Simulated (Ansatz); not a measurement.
One change: `O=[CH][GaH][F]` becomes `[CH3][GaH][CH]=O`.

Ansatz, PBE0-D4/def2-TZVP geometries, multiplicity 1. Each molecule was computed in one conformer, which needn't be the lowest.

Scalar relativity is left out up to krypton.

```csv
property,`O=[CH][GaH][F]`
LUMO energy (PBE/def2-TZVPP) / eV,-3.65
size of the dipole moment (ωB97M-V/def2-TZVPP) / D,0.33
HOMO energy (PBE/def2-TZVPP) / eV,-5.78
LUMO energy (PBE0/def2-TZVPP) / eV,-2.66
HOMO energy (B3LYP/def2-TZVPP) / eV,-6.97
size of the dipole moment (PBE/def2-TZVPP) / D,0.32
```

Question: Give the same properties after the change, and the shifts. (Estimate.)

Answer: Computed: 
```json
{"property": "LUMO energy (PBE/def2-TZVPP) / eV", "`[CH3][GaH][CH]=O`": "-2.44", "shift": "1.21"}
{"property": "size of the dipole moment (ωB97M-V/def2-TZVPP) / D", "`[CH3][GaH][CH]=O`": "2.56", "shift": "2.23"}
{"property": "HOMO energy (PBE/def2-TZVPP) / eV", "`[CH3][GaH][CH]=O`": "-5.08", "shift": "0.70"}
{"property": "LUMO energy (PBE0/def2-TZVPP) / eV", "`[CH3][GaH][CH]=O`": "-1.49", "shift": "1.17"}
{"property": "HOMO energy (B3LYP/def2-TZVPP) / eV", "`[CH3][GaH][CH]=O`": "-6.22", "shift": "0.75"}
{"property": "size of the dipole moment (PBE/def2-TZVPP) / D", "`[CH3][GaH][CH]=O`": "2.25", "shift": "1.93"}
```

With PBE0 the HOMO rises by 0.75 eV and the LUMO rises by 1.17 eV, so the gap widens by about 0.42 eV. PBE moves the HOMO by 0.70 eV and ωB97M-V by 0.72 eV. The zero-point energy changes by 87.1 kJ/mol with +9 modes. Dipoles are sizes alone; their direction can turn.

B3LYP here is the variant with VWN-RPA as its local correlation; programs differ in this.
